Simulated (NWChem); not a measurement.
# ammonia (NH$_{3}$); SMILES N

```xyz
4

N      0.0000     0.0000     0.1315
H      0.6642     0.6642    -0.2639
H      0.2431    -0.9073    -0.2639
H     -0.9073     0.2431    -0.2639
```
Atoms are numbered in this order, from 1.

The geometry was optimised at B3LYP/6-31G* (spherical d). Not confirmed as a minimum by frequencies.

### Question
Give the principal values of the shielding tensors (ppm) of N1 from PBE0/pcSseg-1, GIAO (NWChem), with their diamagnetic and paramagnetic parts as GIAO splits them.

### Answer
| atom | σ11 | σ22 | σ33 | isotropic | diamagnetic | paramagnetic |
|---|---|---|---|---|---|---|
| N1 | 228.1 | 284.4 | 284.4 | 265.6 | 312.5 | -46.9 |
